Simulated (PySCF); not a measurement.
Constitutional and geometric isomers with formula CH9NSi2. Isolated molecules, 0 K electronic values unless said otherwise. One relaxed conformer stands for each flexible species; it need not be the lowest. Strings in code marks are SMILES.

The numbers are results of B3LYP-D3(BJ)/def2-TZVP // PBE0-D4/def2-TZVP (PySCF), not measurements. B3LYP has the VWN-RPA correlation part, as in Gaussian. Delta-SCF ions had no search for a lower state. Excitations are Tamm–Dancoff values on a coarser integration grid. The basis has no diffuse functions, so Rydberg states are missing or too high.

| species | LUMO (eV) | vertical ionisation energy (Delta-SCF) (eV) | S1 excitation (TDA) (eV) |
|---|---|---|---|
| `N[Si@@H]([SiH3])C` | -0.08 | 9.02 | 5.79 |
| `[SiH2](C)N[SiH3]` (C–Si–N–Si torsion 75°) | -0.05 | (withheld) | 6.01 |
| `N[SiH2][SiH2]C` | -0.18 | 9.15 | 5.70 |
| `NC[SiH2][SiH3]` | (withheld) | 9.17 | (withheld) |
| `N([SiH3])(C)[SiH3]` | -0.09 | (withheld) | 5.71 |
| `[SiH3]CN[SiH3]` (Si–C–N–Si torsion 155°) | -0.03 | 8.81 | 5.51 |

Some entries are withheld; supply them.


- `[SiH2](C)N[SiH3]` (C–Si–N–Si torsion 75°), vertical ionisation energy (Delta-SCF) (eV): 9.26
- `NC[SiH2][SiH3]`, LUMO (eV): 0.00
- `NC[SiH2][SiH3]`, S1 excitation (TDA) (eV): 5.77
- `N([SiH3])(C)[SiH3]`, vertical ionisation energy (Delta-SCF) (eV): 8.96
